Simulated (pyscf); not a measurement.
## HAs=Ga–AsH₂, singlet

Gas-phase minimum from PySCF at ωB97X-D3(BJ)/def2-SVP, one conformer. 

```
Ga
As 1 2.2110
H 2 1.5389 1 80.74
As 1 2.3843 3 142.72 2 -179.98
H 4 1.5200 1 90.63 3 -47.00
H 4 1.5201 5 93.30 1 -90.65
```

Properties at ωB97X-D3(BJ)/def2-SVP:

| Property | Result |
|---|---|
| Harmonic wavenumbers, unscaled | 70, 72, 138, 211, 405, 498, 570, 593, 1013, 2163, 2259, 2269 cm⁻¹ |
| Zero-point energy | 14.7 kcal/mol |
| Rotational symmetry number | 1 |
| Entropy of this conformer at 298 K and 1 atm, rigid rotor and harmonic oscillator, modes under 100 cm⁻¹ raised to 100 | 348.8 J/(mol K) |
| Dipole moment | 3.14 D |

Single-point totals, which compare only within one level (frozen core for MP2 and CC):

```tsv
level	total energy (hartree)
ωB97X-D3(BJ)/def2-TZVP	-6398.26584
PBE/def2-TZVP	-6397.45582
r²SCAN/def2-TZVP	-6398.39062
B3LYP-D3(BJ)/def2-TZVP	-6398.56734
PBE0-D3(BJ)/def2-TZVP	-6397.62640
M06-2X/def2-TZVP	-6398.42569
ωB97M-D3(BJ)/def2-TZVP	-6398.47097
HF/def2-TZVPP	-6393.39769
MP2/def2-TZVPP	-6394.15491
CCSD/def2-TZVPP	-6394.16342
CCSD(T)/def2-TZVPP	-6394.19814
```

Soft torsions are taken as harmonic, which can shift the entropy by several J/(mol K). The CCSD(T) − MP2 part came from Ansatz, without density fitting, on the same reference. The frozen core leaves the outer d or s,p core shells of the metals and heavy elements correlated in the MP2 and CC values, and def2-TZVPP describes them poorly, so these totals are far from the basis limit. Elements up to Kr have no core potential and no relativistic terms here.
